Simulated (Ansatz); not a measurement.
Isolated molecules relaxed with PBE0-D4/def2-TZVP in Ansatz; ΔE leaves out vibrations. CCSD(T)/CBS is the MP2 limit (def2-TZVPP, def2-QZVPP) plus CCSD(T) − MP2 in def2-TZVPP, frozen cores. This one scheme is used for every species. Functionals use def2-TZVPP. B3LYP here is the variant with VWN-RPA as its local correlation; programs differ in this. Each species was taken in one conformer, which may not be the lowest.

Reaction (formal exchange of groups at the Si–C bond): `C[SiH](Cl)C#CO` + `COCO` → `CO[SiH](C)Cl` + `OC#CCO`

`C[SiH](Cl)C#CO`:

Cartesian coordinates in Å:
```
C -0.316 -1.618 1.073
Si 0.003 0.206 0.983
Cl -1.600 1.205 1.820
C 0.216 0.743 -0.724
C 0.352 1.103 -1.871
O 0.472 1.421 -3.118
H -1.209 -1.877 0.501
H -0.462 -1.932 2.109
H 0.533 -2.167 0.658
H 1.190 0.599 1.778
H 0.821 2.317 -3.210
```

`COCO`:

Z-matrix (Å, degrees):
```
C
O 1 1.410
H 1 1.090 2 107.2
H 1 1.098 2 110.9 3 118.9
H 1 1.094 2 111.6 3 -119.7
C 2 1.391 1 113.3 3 -179.1
O 6 1.398 2 113.5 1 -67.9
H 6 1.095 2 105.4 1 169.5
H 6 1.097 2 111.0 1 50.4
H 7 0.962 6 108.0 2 -64.4
```

`CO[SiH](C)Cl`:

```xyz
12

C     0.451    0.674    1.722
O     0.520   -0.569    1.059
Si    0.463   -0.783   -0.556
C    -1.118   -0.181   -1.314
Cl    2.013    0.257   -1.444
H     1.269    1.332    1.413
H    -0.501    1.180    1.529
H     0.535    0.490    2.794
H     0.702   -2.223   -0.777
H    -1.242    0.894   -1.168
H    -1.973   -0.695   -0.869
H    -1.119   -0.376   -2.389
```

`OC#CCO`:

```xyz
9

O     0.035   -1.910    1.972
C     0.016   -1.095    0.956
C     0.068   -0.339    0.025
C     0.144    0.610   -1.077
O    -0.253    1.924   -0.734
H    -0.852   -2.250    2.141
H    -0.520    0.298   -1.886
H     1.166    0.602   -1.480
H     0.195    2.159    0.083
```

(1) Is it downhill or uphill in electronic energy at CCSD(T)/CBS, and by how much? (Estimate.)

(2) What do these levels give: B3LYP-D4, ωB97M-V, PBE, r2SCAN, PBE0, B3LYP, MP2/def2-TZVPP, SCS-MP2/def2-TZVPP, CCSD/def2-TZVPP, CCSD(T)/def2-TZVPP, HF/CBS(def2), CCSD/CBS(def2)? (An estimate is asked.)

Largest T1 diagnostic among the species: 0.012.

## Answers

(1) Computed: Downhill: ΔE = -65.3 kJ/mol.

(2) Computed: B3LYP-D4 -66.9, ωB97M-V -65.7, PBE -58.1, r2SCAN -60.5, PBE0 -61.8, B3LYP -65.3, MP2/def2-TZVPP -64.0, SCS-MP2/def2-TZVPP -63.9, CCSD/def2-TZVPP -64.8, CCSD(T)/def2-TZVPP -62.0, HF/CBS(def2) -70.3, CCSD/CBS(def2) -68.1 kJ/mol.

From PBE to PBE0 (25 % exact exchange), in def2-TZVPP and without D4, ΔE moves by −3.7 kJ/mol. In def2-TZVPP, CCSD(T) changes the Hartree–Fock value by +6.8 kJ/mol (the triples alone add +2.8 kJ/mol) and MP2 by +4.8 kJ/mol.
